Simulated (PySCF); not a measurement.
ZrO(OH) (doublet). Method: UPBE0 in PySCF with Zr def2-TZVP with ECP28, O def2-TZVP, H def2-TZVP; scalar-relativistic core potentials, no spin–orbit coupling; density-fitted integrals.

Harmonic bands of its minimum:

```
ω (cm⁻¹)  IR (km/mol)
     209         26.3
     484          111
     514          145
     693          116
     978          224
    3932          201
```

Question: The central atom is Zr. Infer the point group and assign the bands.

Answer: Cs. The modes span 5a' + a'': 209 a', 484 a'', 514 a', 693 a', 978 a', 3932 a'. The computed geometry has O–H 0.958 Å, Zr–O 1.732 Å, Zr–O 1.933 Å; H–O–Zr 131.7°, O–Zr–O 108.0°.

Other isomers or separated fragments may lie lower. With open d or f shells other occupations or spin states may lie lower.
